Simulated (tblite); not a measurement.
Record of a relaxation.

Compound: C4H11B2N.
Bonds: B1–N2, N2–B3, B3–C4, C4–C5, C5–C6, C6–C7, C4–C7. Hydrogens: H8, H9 on B1; H10 on N2; H11 on B3; H12 on C4; H13, H14 on C5; H15, H16 on C6; H17, H18 on C7.

Computed with GFN2-xTB (tblite), gas phase: L-BFGS steps from a force-field or distance-geometry start until the largest atomic force falls under 0.01 eV/Å. 11 of its 122 geometries are shown.

Step 0: E = -530.9833 eV, largest atomic force 2.288 eV/Å
```
atom  x, y, z in Å  |  force x, y, z in eV/Å
B1      2.848    0.179    0.124   -0.396  -0.565  -1.970
N2      1.843   -0.310   -0.888    0.218  -0.943   1.858
B3      0.741   -1.162   -0.273    1.789   0.568   1.309
C4     -0.555   -0.390    0.202    2.066  -0.539  -0.549
C5     -1.818   -0.657   -0.593   -1.776   0.092   0.819
C6     -2.104    0.831   -0.412   -0.121   0.965  -1.387
C7     -0.590    0.991   -0.440    0.096   0.733   0.542
H8      3.192   -0.443    1.060   -0.696   0.177   0.266
H9      3.530    1.103   -0.170   -0.234  -0.249  -0.170
H10     2.231   -0.700   -1.743   -0.079   0.717   0.236
H11     1.070   -2.135    0.315   -0.196  -0.380  -0.626
H12    -0.701   -0.289    1.293   -0.115  -0.471  -0.566
H13    -1.633   -0.899   -1.655   -0.223  -0.155   0.746
H14    -2.596   -1.230   -0.095    0.135  -0.767  -0.428
H15    -2.576    1.100    0.556    0.378  -0.243  -0.737
H16    -2.568    1.337   -1.255   -0.639   0.129   0.133
H17    -0.150    0.885   -1.460   -0.471   0.707   0.865
H18    -0.172    1.796    0.158    0.265   0.223  -0.341
```

Step 12: E = -532.6635 eV, largest atomic force 0.820 eV/Å
```
atom  x, y, z in Å  |  force x, y, z in eV/Å
B1      2.931    0.082    0.078    0.075  -0.180  -0.118
N2      2.033   -0.602   -0.738    0.003   0.087   0.689
B3      0.883   -1.250   -0.170   -0.296   0.184   0.242
C4     -0.433   -0.404    0.083   -0.275   0.077  -0.046
C5     -1.826   -0.649   -0.560    0.005  -0.108   0.015
C6     -2.085    0.861   -0.475   -0.180  -0.234  -0.109
C7     -0.572    1.046   -0.414   -0.066   0.236  -0.120
H8      2.967   -0.182    1.215    0.009  -0.044   0.125
H9      3.616    0.911   -0.371    0.163   0.038  -0.127
H10     1.934   -0.294   -1.676   -0.058   0.412  -0.707
H11     0.989   -2.316    0.275    0.004  -0.365   0.158
H12    -0.624   -0.393    1.164    0.238  -0.117   0.021
H13    -1.717   -0.980   -1.593   -0.106  -0.011   0.013
H14    -2.518   -1.302   -0.037   -0.004  -0.107   0.037
H15    -2.579    1.146    0.454    0.080  -0.081   0.039
H16    -2.635    1.314   -1.295    0.056   0.062  -0.164
H17    -0.165    1.154   -1.410    0.146   0.062  -0.259
H18    -0.209    1.863    0.193    0.206   0.090   0.313
```

Step 24: E = -532.7831 eV, largest atomic force 0.245 eV/Å
```
atom  x, y, z in Å  |  force x, y, z in eV/Å
B1      3.028    0.062    0.077    0.085  -0.191  -0.127
N2      1.990   -0.491   -0.666   -0.066  -0.031   0.051
B3      0.862   -1.211   -0.138    0.033  -0.127  -0.004
C4     -0.473   -0.412    0.048    0.113   0.120   0.028
C5     -1.863   -0.682   -0.559   -0.118   0.083  -0.040
C6     -2.112    0.832   -0.533    0.044   0.222   0.035
C7     -0.594    1.050   -0.429   -0.011   0.089   0.014
H8      3.080   -0.230    1.212    0.190   0.040  -0.055
H9      3.789    0.784   -0.456   -0.056  -0.029   0.140
H10     1.818   -0.097   -1.581    0.044   0.122   0.004
H11     0.968   -2.296    0.299    0.116   0.047  -0.002
H12    -0.580   -0.399    1.141   -0.106  -0.047   0.031
H13    -1.797   -1.069   -1.571    0.066  -0.001  -0.154
H14    -2.543   -1.323   -0.003   -0.030   0.052   0.134
H15    -2.608    1.145    0.383   -0.069  -0.046   0.063
H16    -2.634    1.297   -1.370    0.079  -0.145  -0.081
H17    -0.126    1.243   -1.395   -0.089  -0.153  -0.033
H18    -0.214    1.804    0.264   -0.226  -0.005  -0.004
```

Step 36: E = -532.9764 eV, largest atomic force 0.290 eV/Å
```
atom  x, y, z in Å  |  force x, y, z in eV/Å
B1      3.257   -0.115    0.006    0.288   0.000  -0.016
N2      1.986   -0.322   -0.535   -0.249   0.117  -0.091
B3      0.883   -1.096   -0.070    0.009   0.074   0.019
C4     -0.532   -0.396    0.081   -0.098   0.002  -0.055
C5     -1.920   -0.708   -0.556   -0.044   0.121  -0.058
C6     -2.188    0.802   -0.641   -0.026   0.102   0.089
C7     -0.702    1.060   -0.402    0.071   0.033  -0.010
H8      3.567   -0.592    1.028   -0.062  -0.185  -0.059
H9      4.011    0.591   -0.558   -0.065   0.032   0.014
H10     1.750    0.345   -1.264   -0.038  -0.071   0.105
H11     1.107   -2.161    0.363   -0.080  -0.042   0.056
H12    -0.696   -0.441    1.169    0.042   0.136  -0.037
H13    -1.892   -1.148   -1.550    0.204  -0.182   0.076
H14    -2.620   -1.258    0.072    0.108  -0.115  -0.097
H15    -2.792    1.157    0.186   -0.146   0.035   0.120
H16    -2.606    1.198   -1.566    0.010  -0.119  -0.029
H17    -0.186    1.242   -1.342    0.093   0.034  -0.070
H18    -0.436    1.848    0.299   -0.016   0.028   0.043
```

Step 48: E = -533.2343 eV, largest atomic force 0.316 eV/Å
```
atom  x, y, z in Å  |  force x, y, z in eV/Å
B1      3.368   -0.390   -0.209   -0.217   0.073   0.218
N2      1.985   -0.117   -0.259    0.033  -0.117  -0.216
B3      0.876   -0.901    0.134   -0.040  -0.042   0.071
C4     -0.553   -0.224    0.197    0.105   0.092   0.012
C5     -1.812   -0.742   -0.541    0.067   0.010   0.086
C6     -2.249    0.715   -0.763   -0.048   0.033   0.009
C7     -0.827    1.171   -0.406   -0.019   0.074  -0.015
H8      3.757   -1.373    0.306   -0.090   0.136  -0.177
H9      4.082    0.443   -0.618    0.174  -0.086  -0.037
H10     1.733    0.779   -0.670    0.076  -0.103   0.159
H11     1.031   -2.002    0.521    0.045   0.118  -0.103
H12    -0.777   -0.171    1.273   -0.105  -0.031  -0.071
H13    -1.553   -1.243   -1.477   -0.105   0.023   0.135
H14    -2.480   -1.371    0.048    0.014   0.005  -0.143
H15    -2.982    1.065   -0.041   -0.079  -0.108   0.160
H16    -2.626    0.973   -1.755    0.168  -0.054   0.013
H17    -0.271    1.398   -1.315    0.189  -0.083   0.051
H18    -0.709    1.996    0.298   -0.167   0.061  -0.152
```

Step 60: E = -533.2965 eV, largest atomic force 0.108 eV/Å
```
atom  x, y, z in Å  |  force x, y, z in eV/Å
B1      3.347   -0.450   -0.273    0.066   0.052   0.027
N2      1.987   -0.095   -0.225    0.024   0.040  -0.005
B3      0.861   -0.836    0.193    0.025   0.033   0.006
C4     -0.556   -0.145    0.273   -0.058   0.091   0.005
C5     -1.745   -0.748   -0.519    0.015   0.052  -0.010
C6     -2.246    0.677   -0.786   -0.009  -0.020   0.013
C7     -0.862    1.216   -0.399   -0.053  -0.017  -0.081
H8      3.684   -1.532    0.017   -0.076  -0.009  -0.007
H9      4.135    0.364   -0.585   -0.038  -0.051  -0.022
H10     1.777    0.860   -0.491    0.035   0.034   0.002
H11     0.991   -1.951    0.518    0.031  -0.074  -0.022
H12    -0.849   -0.075    1.325   -0.021  -0.054   0.045
H13    -1.417   -1.241   -1.434    0.004  -0.010   0.046
H14    -2.411   -1.417    0.024    0.009   0.037  -0.008
H15    -3.013    0.976   -0.072   -0.004   0.014   0.000
H16    -2.602    0.898   -1.792    0.037  -0.018  -0.011
H17    -0.241    1.396   -1.277   -0.008  -0.010  -0.015
H18    -0.848    2.109    0.226    0.021  -0.090   0.037
```

Step 73: E = -533.3093 eV, largest atomic force 0.032 eV/Å
```
atom  x, y, z in Å  |  force x, y, z in eV/Å
B1      3.333   -0.471   -0.296   -0.031   0.004   0.000
N2      2.001   -0.035   -0.175    0.017   0.001   0.006
B3      0.869   -0.788    0.209    0.004  -0.005  -0.015
C4     -0.561   -0.121    0.297    0.022  -0.009   0.003
C5     -1.728   -0.754   -0.503    0.000  -0.003   0.012
C6     -2.245    0.656   -0.808   -0.003   0.007  -0.021
C7     -0.881    1.223   -0.396    0.006   0.001   0.015
H8      3.582   -1.589   -0.066    0.014   0.002  -0.003
H9      4.163    0.288   -0.626   -0.005   0.013  -0.001
H10     1.825    0.941   -0.384    0.012  -0.017   0.007
H11     1.011   -1.922    0.467   -0.017  -0.003  -0.006
H12    -0.863   -0.062    1.349    0.009   0.010  -0.008
H13    -1.378   -1.267   -1.397   -0.003  -0.005   0.008
H14    -2.397   -1.417    0.042   -0.003   0.002   0.020
H15    -3.041    0.958   -0.129    0.004   0.003  -0.005
H16    -2.564    0.847   -1.831   -0.009   0.009  -0.029
H17    -0.245    1.408   -1.262    0.007  -0.007   0.002
H18    -0.888    2.114    0.232   -0.024  -0.003   0.015
```

Step 85: E = -533.3121 eV, largest atomic force 0.029 eV/Å
```
atom  x, y, z in Å  |  force x, y, z in eV/Å
B1      3.338   -0.474   -0.303   -0.010   0.007  -0.016
N2      2.011   -0.033   -0.150    0.005  -0.004  -0.004
B3      0.869   -0.786    0.200   -0.007  -0.010  -0.005
C4     -0.560   -0.116    0.297   -0.006   0.008   0.008
C5     -1.734   -0.758   -0.486    0.008   0.013   0.005
C6     -2.240    0.648   -0.832    0.019   0.004  -0.002
C7     -0.889    1.228   -0.393    0.008   0.007   0.010
H8      3.594   -1.596   -0.096   -0.011   0.002  -0.003
H9      4.162    0.288   -0.645    0.000   0.008   0.021
H10     1.847    0.951   -0.329   -0.015   0.001  -0.005
H11     0.996   -1.929    0.424    0.000  -0.001  -0.007
H12    -0.847   -0.056    1.353    0.010   0.008   0.005
H13    -1.391   -1.305   -1.363   -0.020   0.001   0.021
H14    -2.411   -1.391    0.085    0.013  -0.001  -0.014
H15    -3.054    0.965   -0.180   -0.004  -0.006  -0.023
H16    -2.531    0.820   -1.868    0.008  -0.007   0.006
H17    -0.237    1.442   -1.239   -0.005  -0.026  -0.010
H18    -0.932    2.109    0.246    0.007  -0.004   0.016
```

Step 97: E = -533.3149 eV, largest atomic force 0.025 eV/Å
```
atom  x, y, z in Å  |  force x, y, z in eV/Å
B1      3.334   -0.463   -0.315    0.006  -0.012   0.010
N2      2.005   -0.032   -0.152   -0.004   0.016   0.001
B3      0.862   -0.794    0.179    0.009   0.000  -0.016
C4     -0.560   -0.116    0.312    0.006   0.003   0.002
C5     -1.744   -0.758   -0.454    0.006  -0.002   0.001
C6     -2.226    0.642   -0.854    0.008  -0.006   0.002
C7     -0.888    1.227   -0.380    0.012   0.007  -0.015
H8      3.589   -1.592   -0.150   -0.006   0.001  -0.011
H9      4.162    0.314   -0.610   -0.021  -0.002   0.009
H10     1.841    0.957   -0.295   -0.015   0.002   0.002
H11     0.981   -1.946    0.352    0.010   0.006   0.006
H12    -0.821   -0.045    1.373   -0.006  -0.022   0.008
H13    -1.411   -1.345   -1.308   -0.016  -0.012   0.013
H14    -2.433   -1.358    0.139   -0.006   0.004  -0.013
H15    -3.072    0.981   -0.257    0.023   0.008  -0.005
H16    -2.461    0.785   -1.908   -0.012  -0.007   0.019
H17    -0.222    1.446   -1.214    0.017   0.012  -0.010
H18    -0.946    2.103    0.264   -0.011   0.003  -0.003
```

Step 109: E = -533.3161 eV, largest atomic force 0.017 eV/Å
```
atom  x, y, z in Å  |  force x, y, z in eV/Å
B1      3.331   -0.451   -0.316   -0.017  -0.003   0.002
N2      2.000   -0.027   -0.155    0.008   0.002   0.003
B3      0.861   -0.801    0.161   -0.004   0.001  -0.001
C4     -0.559   -0.122    0.316    0.002  -0.003  -0.002
C5     -1.756   -0.760   -0.435   -0.003   0.001   0.006
C6     -2.212    0.638   -0.869    0.003   0.004   0.003
C7     -0.880    1.222   -0.378    0.002  -0.003   0.003
H8      3.585   -1.584   -0.182    0.002   0.003  -0.006
H9      4.158    0.336   -0.581    0.005   0.007   0.000
H10     1.829    0.964   -0.277    0.006  -0.002   0.008
H11     0.985   -1.956    0.309    0.002  -0.002   0.006
H12    -0.803   -0.053    1.381    0.001  -0.002  -0.007
H13    -1.441   -1.383   -1.270   -0.001   0.003  -0.003
H14    -2.459   -1.325    0.174   -0.003  -0.004   0.007
H15    -3.066    0.999   -0.298    0.000  -0.002  -0.007
H16    -2.423    0.761   -1.930   -0.004   0.008   0.001
H17    -0.201    1.454   -1.198   -0.004  -0.003  -0.006
H18    -0.955    2.094    0.272    0.003  -0.005  -0.007
```

Step 121: E = -533.3165 eV, largest atomic force 0.009 eV/Å
```
atom  x, y, z in Å  |  force x, y, z in eV/Å
B1      3.330   -0.449   -0.320    0.001   0.001  -0.004
N2      2.001   -0.024   -0.141    0.000  -0.003   0.007
B3      0.861   -0.801    0.163   -0.002   0.000   0.001
C4     -0.559   -0.123    0.315   -0.001   0.002   0.000
C5     -1.759   -0.761   -0.429   -0.003   0.001   0.002
C6     -2.211    0.636   -0.874    0.000   0.001   0.000
C7     -0.879    1.220   -0.384    0.002   0.000  -0.006
H8      3.579   -1.587   -0.228    0.003  -0.005   0.005
H9      4.159    0.343   -0.563    0.001   0.005  -0.002
H10     1.834    0.970   -0.240   -0.002   0.007   0.002
H11     0.987   -1.956    0.308   -0.002  -0.003  -0.008
H12    -0.801   -0.048    1.380    0.000   0.000   0.002
H13    -1.450   -1.393   -1.260   -0.002   0.007   0.001
H14    -2.463   -1.317    0.187   -0.002  -0.003  -0.002
H15    -3.067    1.003   -0.310    0.001  -0.001   0.004
H16    -2.418    0.754   -1.937   -0.001  -0.005   0.003
H17    -0.200    1.447   -1.205    0.005  -0.003  -0.004
H18    -0.953    2.094    0.262    0.001  -0.002  -0.002
```

Task: Summarise the path.

Result: The energy falls by 225.12 kJ/mol from step 0 to step 121; nine tenths of that is first reached at step 42. It falls at every step. The largest force goes from 2.288 to 0.009 eV/Å. Among the bonds N2–B3 changes most, from 1.523 to 1.413 Å; the atoms move by 0.922 Å rms after alignment.

Task: Follow the three bonds and two angles with the largest change from start to end.

Result: 
| step | E above end (kJ/mol) | largest force (eV/Å) | N2–B3 (Å) | B1–N2 (Å) | C4–C5 (Å) | B1–N2–B3 (°) | B3–C4–C7 (°) |
| --- | --- | --- | --- | --- | --- | --- | --- |
| 0 | 225.12 | 2.288 | 1.523 | 1.508 | 1.516 | 113.1 | 109.6 |
| 5 | 113.01 | 0.867 | 1.454 | 1.398 | 1.552 | 115.7 | 116.9 |
| 11 | 65.54 | 0.920 | 1.436 | 1.386 | 1.566 | 120.9 | 121.2 |
| 16 | 57.19 | 0.220 | 1.443 | 1.392 | 1.543 | 121.4 | 122.7 |
| 21 | 54.16 | 0.173 | 1.439 | 1.389 | 1.544 | 124.5 | 121.7 |
| 26 | 48.52 | 0.311 | 1.432 | 1.395 | 1.548 | 127.9 | 120.7 |
| 32 | 38.45 | 0.351 | 1.436 | 1.405 | 1.548 | 130.3 | 117.7 |
| 37 | 31.27 | 0.446 | 1.422 | 1.404 | 1.568 | 131.3 | 118.7 |
| 42 | 22.25 | 0.377 | 1.416 | 1.400 | 1.548 | 132.3 | 120.0 |
| 47 | 9.33 | 0.513 | 1.412 | 1.402 | 1.552 | 131.4 | 122.0 |
| 53 | 3.62 | 0.228 | 1.410 | 1.408 | 1.548 | 130.8 | 123.4 |
| 58 | 2.26 | 0.099 | 1.412 | 1.407 | 1.551 | 130.8 | 122.9 |
| 63 | 1.37 | 0.076 | 1.413 | 1.409 | 1.551 | 129.7 | 122.2 |
| 68 | 0.91 | 0.064 | 1.413 | 1.406 | 1.550 | 128.5 | 122.0 |
| 74 | 0.68 | 0.025 | 1.413 | 1.406 | 1.550 | 128.0 | 122.0 |
| 79 | 0.58 | 0.039 | 1.413 | 1.406 | 1.550 | 128.0 | 122.2 |
| 84 | 0.45 | 0.046 | 1.413 | 1.407 | 1.551 | 128.5 | 122.2 |
| 89 | 0.36 | 0.031 | 1.413 | 1.406 | 1.550 | 128.5 | 122.3 |
| 95 | 0.19 | 0.026 | 1.413 | 1.407 | 1.550 | 128.8 | 121.7 |
| 100 | 0.10 | 0.031 | 1.413 | 1.407 | 1.549 | 128.7 | 121.4 |
| 105 | 0.05 | 0.016 | 1.413 | 1.406 | 1.549 | 128.5 | 121.1 |
| 110 | 0.04 | 0.016 | 1.413 | 1.407 | 1.550 | 128.6 | 121.0 |
| 116 | 0.01 | 0.015 | 1.413 | 1.406 | 1.550 | 128.6 | 121.0 |
| 121 | 0.00 | 0.009 | 1.413 | 1.406 | 1.549 | 128.6 | 121.0 |

The cost below is that of the whole relaxation. Hardware: one thread of an Intel Xeon at 2.50 GHz, no GPU, on a shared host. Cost: 2.2 s wall.
